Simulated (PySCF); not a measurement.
**Working out the ionisation energy of Ti⁺**

Ti⁺ [Ar] 3d2 4s1 (4F) → Ti²⁺ [Ar] 3d2 (3F). Calculation: PySCF 2.14, in aug-cc-pVDZ-DK; the spin-free X2C one-electron Hamiltonian (Gaussian nucleus). Frozen: [Ar]. Energies in hartree (1 hartree = 27.21139 eV):

```tsv
part	Ti⁺ (lower)	Ti²⁺ (upper)
UHF	-852.540382	-852.064370
CCSD correlation	-0.011261	-0.003701
(T)	-0.000049	0.000000
```

Question: What does Hartree-Fock give?

Answer: (-852.064370) − (-852.540382) = 0.476012 hartree = 12.953 eV.

Question: What do CCSD and CCSD(T) give?

Answer: The CCSD correlation energies differ by 0.007560 hartree = 0.206 eV and the triples by 0.000049 hartree = 0.001 eV, so CCSD gives 13.159 eV and CCSD(T) 13.160 eV.

Reference: 13.575 eV (measured; NIST Atomic Spectra Database, ionization energies), between the lowest levels; spin-orbit coupling is absent from the calculation.

A double-zeta basis recovers only part of the correlation energy.

What remains against the reference includes basis incompleteness, the frozen core and higher excitations.
